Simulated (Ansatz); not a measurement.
Consider the redistribution: `[NH2][Mg][O][SiH3]` + `CS[SiH2]S` → `C[S][Mg][O][SiH3]` + `N[SiH2]S`.

Isolated molecules relaxed with PBE0-D4/def2-TZVP in Ansatz; ΔE leaves out vibrations. CCSD(T)/CBS is the MP2 limit (def2-TZVPP, def2-QZVPP) plus CCSD(T) − MP2 in def2-TZVPP, frozen cores. Functionals use def2-TZVPP. B3LYP here is the variant with VWN-RPA as its local correlation; programs differ in this. HSE06 is defined as in plane-wave codes. For Mg outer-core shells are correlated without core-valence functions, which leaves a few kJ/mol of doubt a bond. Each species was taken in one conformer, which may not be the lowest.

| level | ΔE (kJ/mol) | difference from CCSD(T)/CBS |
| --- | --- | --- |
| LDA (SPW92) | -38.5 | 4.1 |
| revPBE-D4 | -34.3 | 8.3 |
| BLYP-D4 | -37.4 | 5.2 |
| r2SCAN-D4 | -41.3 | 1.3 |
| B97M-V | -44.2 | -1.6 |
| PBE0-D4 | -41.9 | 0.7 |
| B3LYP-D4 | -42.4 | 0.2 |
| r2SCANh-D4 | -42.9 | -0.3 |
| HSE06-D4 | -42.3 | 0.3 |
| BHLYP-D4 | -48.9 | -6.3 |
| CAM-B3LYP-D4 | -45.5 | -2.9 |
| ωB97X-V | -43.7 | -1.1 |
| ωB97M-V | -43.3 | -0.7 |
| B2PLYP | -45.5 | -2.9 |
| PBE-QIDH | -44.9 | -2.3 |
| revPBE | -41.3 | 1.3 |
| BLYP | -45.1 | -2.5 |
| r2SCAN | -42.3 | 0.3 |
| PBE0 | -45.5 | -2.9 |
| B3LYP | -48.8 | -6.2 |
| r2SCANh | -44.0 | -1.4 |
| r2SCAN0 | -46.5 | -3.9 |
| HSE06 | -45.7 | -3.1 |
| BHLYP | -54.8 | -12.2 |
| CAM-B3LYP | -49.3 | -6.7 |
| RPA@PBE/def2-TZVPP | -41.9 | 0.7 |
| HF/def2-SVP | -63.7 | -21.1 |
| MP2/def2-SVP | -40.7 | 1.9 |
| CCSD/def2-SVP | -45.4 | -2.8 |
| HF/def2-TZVPP | -65.6 | -23.0 |
| MP2/def2-TZVPP | -38.6 | 4.0 |
| SCS-MP2/def2-TZVPP | -42.1 | 0.5 |
| CCSD/def2-TZVPP | -45.8 | -3.2 |
| CCSD(T)/def2-TZVPP | -42.6 | 0.0 |
| HF/def2-QZVPP | -66.4 | -23.8 |
| MP2/def2-QZVPP | -38.9 | 3.7 |
| SCS-MP2/def2-QZVPP | -42.6 | 0.0 |
| HF/CBS(def2) | -66.5 | -23.9 |
| MP2/CBS(def2) | -38.7 | 3.9 |
| CCSD/CBS(def2) | -45.8 | -3.2 |
| CCSD(T)/CBS | -42.6 | 0 |

Largest T1 diagnostic among the species: 0.011.

From BLYP to BHLYP (50 % exact exchange), in def2-TZVPP and without D4, ΔE moves by −9.6 kJ/mol. Leaving LDA and LC-ωPBE aside and taking each functional with its dispersion term where it has one, the values spread over 14.7 kJ/mol, from BHLYP-D4 to revPBE-D4.
